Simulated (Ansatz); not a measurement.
Cost and result up the ladder for `N#Cc1ccccc1-c1ccccc1C#N` (24 atoms). The state is a singlet with charge 0. Geometry: PBE-D4/def2-SVP.

Ansatz on 4 threads of Intel Xeon 6975P-C on a shared host. Times are rough, and most runs start from the orbitals of an earlier one. PBE0-D4/def2-TZVP serves as the yardstick here, not as an exact answer. Differences are given only for rows in sets of like size (and for xTB, whose basis is part of the method), since another set adds its own error. Binding counts from free atoms at the same level (N quartet, C triplet, H doublet; other spins of the atoms weren't run), without zero-point energy or a counterpoise term.

B3LYP takes the VWN-RPA correlation. Correlated methods freeze 16 core orbitals. The rows differ in basis, and correlated rows in double-zeta sets carry the largest basis error.

Run but left out: HF/STO-3G, HF/6-31G (restricted singlet, unstable in another Hartree–Fock run and untested here).

Correlated methods converge slowly with the basis, most of all in double-zeta sets.

| level | functions | wall time | binding energy per atom (eV) | difference from PBE0-D4/def2-TZVP (eV) | remarks |
| --- | --- | --- | --- | --- | --- |
| PBE-D4/def2-SVP | 264 | 2.5 s | 5.80 | – | – |
| B3LYP-D4/6-31G | 160 | 2.6 s | 5.32 | – | – |
| PBE0-D4/def2-SVP | 264 | 4.9 s | 5.64 | – | – |
| PBE-D4/def2-TZVP | 544 | 6.5 s | 5.71 | 0.16 | – |
| MP2/def2-SVP | 264 | 9 s | 5.43 | – | restricted SCF unstable |
| r2SCAN-D4/def2-TZVP (with forces) | 544 | 13 s | 5.48 | -0.07 | – |
| PBE0-D4/def2-TZVP (with forces) | 544 | 27 s | 5.55 | 0.00 | – |
